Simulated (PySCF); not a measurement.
Orbital picture of SiRh

PBE at R = 2.026 Å; Si def2-TZVPP, Rh def2-TZVPP with ECP28; scalar-relativistic core potentials (PySCF 2.14). State: ²Σ⁺ (doublet), unpaired electrons σ ↑. Only the outer orbitals are listed, counted within each symmetry, core potentials removing the inner ones.

```
spin  orbital  occ.  ε (eV)  on Si (%)            main shells (%)
   α       6σ     1  -11.01         83           82 Si s, 10 Rh d
   α       7σ     1   -6.34         39   59 Rh d, 29 Si p, 9 Si s
   α       3π     1   -6.22         26           74 Rh d, 24 Si p
   α       3π     1   -6.22         26           74 Rh d, 24 Si p
   α       1δ     1   -4.53          1                    99 Rh d
   α       1δ     1   -4.53          1                    99 Rh d
   α       8σ     1   -4.35         32  51 Rh s, 33 Si p, 16 Rh d
   α       4π     0   -3.05         66  65 Si p, 20 Rh d, 13 Rh p
   α       4π     0   -3.05         66  65 Si p, 20 Rh d, 13 Rh p
   α       9σ     0   -1.70         33  40 Rh s, 32 Si p, 22 Rh p
   β       6σ     1  -10.85         83           83 Si s, 11 Rh d
   β       3π     1   -6.06         27           72 Rh d, 25 Si p
   β       3π     1   -6.06         27           72 Rh d, 25 Si p
   β       7σ     1   -6.03         40  57 Rh d, 28 Si p, 10 Si s
   β       1δ     1   -4.20          1                    99 Rh d
   β       1δ     1   -4.20          1                    99 Rh d
   β       8σ     0   -3.70         34  47 Rh s, 34 Si p, 18 Rh d
   β       4π     0   -2.90         70   69 Si p, 21 Rh d, 9 Rh p
   β       4π     0   -2.90         70   69 Si p, 21 Rh d, 9 Rh p
```

Q: Which are the highest filled and the lowest empty level, where do they sit, and how wide is the gap?

A: Highest filled β 1δ at -4.20 eV (in %: 99 Rh d); lowest empty β 8σ at -3.70 eV (in %: 47 Rh s, 34 Si p, 18 Rh d); the gap at PBE is 0.50 eV.

- bond order (Mayer): 2.81
- ⟨S²⟩: 0.752
- charge on Si (Mulliken, basis-dependent): 0.10
- charge on Si (Löwdin, basis-dependent): 0.38
- dipole moment (positive dipole means Si(−)Rh(+)): 0.29 D
- polarisability along the bond: 102.8 bohr³
- polarisability across the bond: 62.0 bohr³

Spin–orbit coupling is left out. The state is the lowest single determinant that the PBE0 search found; with open d or f shells the true ground state can be another one.
